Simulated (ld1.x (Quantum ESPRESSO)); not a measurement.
Before and after: TM potential for carbon

| Property | Result |
| --- | --- |
| Element | carbon |
| Generator | ld1.x (Quantum ESPRESSO) 7.5 |
| Type | norm-conserving Troullier–Martins (Kleinman–Bylander form) |
| Functional | PBE |
| Relativity | scalar-relativistic |
| Frozen core | [He] |
| Valence charge | 4 |
| Reference configuration | 2s1.5 2p2.5 |
| Partial waves | 2p (bound): rc 1.85 bohr; 2s (bound): rc 1.00 bohr |
| Local potential | the s channel |
| Core correction | a·sin(br)/r model core inside 0.75 bohr |

All-electron outer shells of the reference configuration (PBE, scalar-relativistic, ld1.x):

```json
{"shell": "1s", "level (eV)": "-273.88", "outermost node (bohr)": "–", "outermost maximum (bohr)": "0.17"}
{"shell": "2s", "level (eV)": "-13.98", "outermost node (bohr)": "0.38", "outermost maximum (bohr)": "1.22"}
{"shell": "2p", "level (eV)": "-5.51", "outermost node (bohr)": "–", "outermost maximum (bohr)": "1.20"}
```

Change: wave 2s (bound): rc 1.00 bohr becomes 2s (bound): rc 0.86 bohr.

Cutoffs: the cutoffs (Ry, on a coarse ladder) from which the occupation-weighted sum of valence levels, in a spherical-Bessel basis at the reference potential, stays within 10 and 1 mRy of its value at 400 Ry; they do not see the model core or the augmentation charge, which bear on the density cutoff. Errors are all-electron minus pseudo energies relative to the spin-unpolarised reference configuration.

**Question.** Predict the effect on cutoff, ghosts and configuration errors.

**Answer.** The potential gets harder (35 Ry and 90 Ry → 60 Ry and 120 Ry); the errors of the 7 common tests hardly move; neither file shows a bound ghost. A smaller radius makes the pseudo-wave follow the all-electron one further in, where it bends more sharply, so more plane waves are needed.

| quantity | base | changed |
| --- | --- | --- |
| cutoff, loose | 35 Ry | 60 Ry |
| cutoff, tight | 90 Ry | 120 Ry |
| loose cutoff by channel (10 mRy a level) | p 30 Ry, s 30 Ry | p 30 Ry, s 35 Ry |
| bound ghosts | none | none |
| error for 2s2 2p2, meV [ΔE -4.24 eV] | +0.3 | +0.5 |
| error for 2s2 2p1, meV [ΔE 6.63 eV] | +33 | +34 |
| error for 2s2 2p0, meV [ΔE 30.78 eV] | +243 | +251 |
| error for 2s1 2p2, meV [ΔE 15.38 eV] | -6.9 | -6.7 |
| error for 2s1 2p3, meV [ΔE 4.24 eV] | +0.4 | +0.7 |
| error for 2s1 2p0, meV [ΔE 78.98 eV] | +524 | +531 |
| error for 2s2 2p1.5, meV [ΔE -0.27 eV] | +8.0 | +8.5 |
| s: phases at 1.99 bohr within 0.05 rad from the reference energy up to (Ry; the scan ends near 5) | 3.7 | 3.5 |
| p: phases at 1.99 bohr within 0.05 rad from the reference energy up to (Ry; the scan ends near 5) | 2.8 | 2.9 |
